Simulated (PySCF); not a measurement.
## Correlation energy of As (arsenic, neutral)

[Ar] 3d10 4s1 4p3 4d1, high-spin 6D determinant (an excited configuration). Computed with PySCF 2.14 in dyall-av3z (24s17p11d2f, 144 functions), with scalar relativity by spin-free X2C-1e. Frozen: [Ar] 3d10; 5 electrons correlated; the 62 highest virtual orbitals of each spin left out.

MP2 pair energies summed by pair of shells (mhartree):

```tsv
pair	energy	share (%)
4p-4p	-13.79	54.5
4p-4d	-7.39	29.2
4s-4p	-3.47	13.7
4s-4d	-0.65	2.6
```

Total MP2 correlation energy: -25.31 mhartree.

Same-spin part -25.31 and opposite-spin part 0.00 mhartree; SCS-MP2 scales them by 1/3 and 6/5 to -8.44 mhartree.
